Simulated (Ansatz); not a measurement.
Geometry optimisation, Ansatz 0.2.0, RKS PBE-D4/def2-SVP.

Input:

```yaml
crystal:
  periodic: [false, false, false]
  atoms:
    - { symbol: B, position_ang: [-0.12713, -0.18092, 0.22139] }
    - { symbol: O, position_ang: [-0.247254, -0.588856, 1.548728] }
    - { symbol: H, position_ang: [-1.178513, -0.757931, 1.773261] }
    - { symbol: F, position_ang: [1.14274, -0.00823, -0.183268] }
    - { symbol: C, position_ang: [-1.338685, -0.058448, -0.780323] }
    - { symbol: H, position_ang: [-1.811049, -1.051578, -0.944171] }
    - { symbol: H, position_ang: [-2.125745, 0.613422, -0.381072] }
    - { symbol: H, position_ang: [-1.026054, 0.334191, -1.766438] }
    - { symbol: S, position_ang: [-0.007342, 2.714003, 1.308791] }
    - { symbol: H, position_ang: [1.279418, 2.461396, 0.939241] }
    - { symbol: H, position_ang: [-0.030086, 1.551251, 2.058862] }
basis:
  gaussian: { orbitals: def2-SVP }
hamiltonian:
  xc: pbe
  dispersion: d4
relax:
  f_tol: 0.03
  max_steps: 50
output:
  orbitals: {}
```

Command:

```bash
$ ansatz run input.yaml --threads 2 --pin off --max-ram 3072MiB --backend cpu --events-out ev --progress --plain --runs-dir out
```

Question: Where does it end, and by what steps?

Answer: The run converged. After 9 steps the energy has fallen by 0.052 eV; H11 moved furthest, 0.47 Å.

```
step  energy less start (eV)  largest force component (eV/Å)  accepted
   0                  0.0000                           0.593       yes
   1                 -0.0362                           0.453       yes
   2                  0.0046                           1.500        no
   3                 -0.0443                           0.127       yes
   4                 -0.0464                           0.079       yes
   5                 -0.0488                           0.102       yes
   6                 -0.0502                           0.092       yes
   7                 -0.0511                           0.108       yes
   8                 -0.0517                           0.060       yes
   9                 -0.0520                           0.018       yes
```

```xyz
11
Properties=species:S:1:pos:R:3
B -0.144 -0.252 0.217
O -0.283 -0.684 1.507
H -1.215 -0.843 1.733
F 1.131 -0.010 -0.154
C -1.326 -0.081 -0.812
H -1.806 -1.060 -1.031
H -2.116 0.583 -0.403
H -0.984 0.349 -1.773
S 0.063 2.863 1.436
H 1.069 2.296 0.715
H 0.142 1.867 2.360
```

Whether the end is a true minimum wasn't checked by a vibrational analysis.

The run took 21 s on 2 threads of Arm Neoverse V2, with other jobs on the host, peak memory 0.18 GiB.
